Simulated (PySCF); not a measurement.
HfI$_{4}$ (SMILES [I][Hf]([I])([I])[I]), singlet, geometry from GFN2-xTB (such geometries of metal compounds can be far from the true shape) (core potentials on Hf, I). Base run: DF-HF/def2-SV(P) (PySCF).

PySCF was given this input:
```python
from pyscf import gto, scf

mol = gto.M(
    atom='''
Hf   -0.00000000    0.00000000   -0.00000000
I     2.15787916   -0.67548443   -1.60777706
I     0.88007107    0.43252268    2.59539358
I    -1.18880847    2.31130827   -0.97069936
I    -1.84914175   -2.06834653   -0.01691715
''',
    basis='def2-sv(p)',
    ecp={'Hf': 'def2-sv(p)', 'I': 'def2-sv(p)'},
    verbose=4,
)

mf = scf.RHF(mol)
mf = mf.density_fit(auxbasis='def2-universal-jkfit')
mf.kernel()
```

Variants of this job, named by their change:

```
change                                                                                                                                                                                                   basis functions        E (Eh)  HOMO (eV)  HOMO-LUMO gap (eV)        outcome
-------------------------------------------------------------------------------------------------------------------------------------------------------------------------------------------------------  ---------------  ------------  ---------  ------------------  -------------
base                                                                                                                                                                                                                 129   -1234.34436     -10.38               10.21      converged
basis = x2c-SVPall; relativity = spin-free X2C; nucleus = Gaussian (with nucmod='G'; without ecp={'Hf': 'def2-sv(p)', 'I': 'def2-sv(p)'}; without mf = mf.density_fit(auxbasis='def2-universal-jkfit'))              210  -43520.69723     -10.30               10.27      converged
basis = x2c-SVPall; relativity = spin-free X2C (without ecp={'Hf': 'def2-sv(p)', 'I': 'def2-sv(p)'}; without mf = mf.density_fit(auxbasis='def2-universal-jkfit'))                                                   210  -43522.95180     -10.30               10.27      converged
basis = x2c-SVPall; relativity = none (without ecp={'Hf': 'def2-sv(p)', 'I': 'def2-sv(p)'}; without mf = mf.density_fit(auxbasis='def2-universal-jkfit'))                                                            210             -          -                   -  not converged
```

Totals shift with the method and basis; they matter in differences.

Basis sets contracted for a relativistic Hamiltonian are a mismatch without it, so the rows without relativity aren't non-relativistic limits. No row has spin-orbit coupling; sets with core potentials leave out the core electrons.
